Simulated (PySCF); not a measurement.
SMILES C(CCC(OC)=O)=O (C5H8O3), GFN2-xTB optimised geometry.

```
16

C      2.42    -1.07     0.00
O      1.00    -1.07     0.00
C      0.41     0.13     0.00
O      1.00     1.17    -0.04
C     -1.10     0.00     0.02
C     -1.71     1.16     0.80
C     -1.26     1.15     2.24
O     -0.54     0.33     2.73
H      2.80    -0.52    -0.86
H      2.72    -2.11    -0.04
H      2.79    -0.60     0.91
H     -1.46     0.00    -1.01
H     -1.36    -0.96     0.48
H     -1.37     2.11     0.37
H     -2.80     1.15     0.77
H     -1.67     1.99     2.83
```

Density from CAM-B3LYP/def2-TZVP (PySCF 2.14.0) at that geometry.

Minimum of the electron density along straight lines between bonded atoms, close to the bond critical point (lines longer than 1.1 times the sum of covalent radii, or with two minima, are not listed):

```csv
bond,length / Å,ρ at the minimum / e bohr⁻³,∇²ρ there / e bohr⁻⁵,position (fraction from the first atom)
C1–O2,1.422,0.250,-0.48,0.35
O2–C3,1.333,0.319,-0.71,0.66
C3–O4,1.203,0.436,-0.29,0.34
C3–C5,1.517,0.261,-0.70,0.53
C5–C6,1.525,0.248,-0.62,0.50
C6–C7,1.502,0.268,-0.72,0.48
C7–O8,1.198,0.433,0.00,0.34
C1–H9,1.092,0.286,-1.02,0.65
C1–H10,1.087,0.290,-1.05,0.65
C1–H11,1.092,0.286,-1.03,0.65
C5–H12,1.092,0.278,-0.96,0.64
C5–H13,1.089,0.283,-0.99,0.65
C6–H14,1.093,0.278,-0.96,0.65
C6–H15,1.092,0.277,-0.95,0.64
C7–H16,1.108,0.280,-1.00,0.65
```
